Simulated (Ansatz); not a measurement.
```yaml
crystal:
  periodic: [false, false, false]
  atoms:
    - {symbol: N, position_ang: [-1.759773, 0.591453, 0.736387]}
    - {symbol: B, position_ang: [-0.389100, 0.458514, 0.427853]}
    - {symbol: O, position_ang: [0.566938, 1.294956, 0.957048]}
    - {symbol: C, position_ang: [0.091235, -0.665430, -0.544020]}
    - {symbol: C, position_ang: [1.336839, -0.481528, -1.392111]}
    - {symbol: C, position_ang: [1.472322, -1.279572, -0.400828]}
    - {symbol: H, position_ang: [-2.447966, -0.025453, 0.343769]}
    - {symbol: H, position_ang: [-2.149180, 1.285731, 1.349602]}
    - {symbol: H, position_ang: [0.219518, 1.965475, 1.547290]}
    - {symbol: H, position_ang: [-0.685704, -1.315875, -0.961242]}
    - {symbol: H, position_ang: [1.743840, 0.043221, -2.238462]}
    - {symbol: H, position_ang: [2.077931, -1.926792, 0.208813]}
basis:
  gaussian: {orbitals: pcseg-2, final_grid: {core_spheres: 5, valence_spheres: 4, degree: 11}}
hamiltonian: {xc: {name: PBE1PBE}}
```

```sh
$ ansatz run in.yaml --threads 4 --pin off --events-out ev --progress --plain --max-ram 10444MiB
```

It prints (some lines left out):

```
Error: YAML parse error: error: line 18 column 19: hamiltonian.xc: no functional is named "PBE1PBE"; the names, which are not case-sensitive, are SVWN5, SPW92, PBE, PBE0, PBEsol, revPBE, revPBE0, RPBE, rPW86-PBE, HSE06, wPBEh, LC-wPBE, HISS, HF, BLYP, B3LYP, B3LYP5, BHLYP, CAM-B3LYP, r2SCAN, r2SCANh, r2SCAN0, r2SCAN50, m-r2SCAN, B97, wB97, wB97X, wB97X-V, B97M-V, wB97M-V, B2PLYP, B2GP-PLYP, PBE0-DH, PBE-QIDH
16 | basis:
17 |   gaussian: {orbitals: pcseg-2, final_grid: {core_spheres: 5, valence_spheres: 4, d…
18 | hamiltonian: {xc: {name: PBE1PBE}}
```

(1) Something in this input is off. What?

Results:

(1) The method's name isn't one that the program takes here. The input was rejected before any iteration.

HSE06 is defined as in plane-wave codes.
